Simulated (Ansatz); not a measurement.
Consider the redistribution: `[NH]=[Nb]([NH2])([F])[Cl]` + `C[SiH](F)CN` → `[CH3][Nb](=[NH])([F])[Cl]` + `NC[SiH](N)F`.

Computed with Ansatz on PBE0-D4/def2-TZVP structures; ΔE is electronic, products minus reactants. CBS: MP2 limit from def2 TZ/QZ plus the TZ coupled-cluster correction, frozen cores. Functionals use def2-TZVPP. B3LYP here is the variant with VWN-RPA as its local correlation; programs differ in this. def2 core potentials past Kr. For Nb outer-core shells are correlated without core-valence functions, which leaves a few kJ/mol of doubt a bond. One conformer a species, not always the lowest.

```
         level  ΔE (kJ/mol)
        B2PLYP         40.0
         B3LYP         40.1
MP2/def2-QZVPP         38.0
 MP2/CBS(def2)         37.8
```

Q: What does CCSD(T)/CBS give? (An estimate is asked.)

A: Computed: +36.9 kJ/mol. The listed levels differ from it by 3.1, 3.2, 1.1, 0.9 kJ/mol.

Largest T1 diagnostic among the species: 0.020, so the coupled-cluster value is less sure than usual.

From PBE to PBE0 (25 % exact exchange), in def2-TZVPP and without D4, ΔE moves by −3.1 kJ/mol. In def2-TZVPP, CCSD(T) changes the Hartree–Fock value by +4.4 kJ/mol (the triples alone add +2.1 kJ/mol) and MP2 by +5.3 kJ/mol.
